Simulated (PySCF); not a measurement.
C₃H₇NOSi, SMILES C1=CO[SiH2]NC1.

Coordinates come from a ωB97X-D3(BJ)/def2-SVP optimisation. This is a generated structure with no PubChem entry under its InChIKey; it may be hypothetical. Other conformers were not sampled.

All values below come from PBE/def2-TZVP run with PySCF.

Isolated molecule, no solvent.

Problem. Estimate the frontier levels, gap, dipole moment and polarisability. (An estimate is asked for; the answer gives what the named calculation found.)

Solution. 
```
Property                                                                                                        Value
---------------------------------------------------------------------------------------------  ----------------------
highest occupied level                                                                                       -5.21 eV
lowest empty level                                                                                           -0.45 eV
orbital gap                                                                                                   4.76 eV
dipole moment                                                                                                  1.87 D
quadrupole, principal values (traceless, Buckingham form, about the centre of nuclear charge)   -5.86, 0.03, 5.83 D·Å
mean static polarisability                                                                      69.2 bohr³ (10.26 Å³)
polarisability, principal values                                                               54.4, 69.8, 83.5 bohr³
```
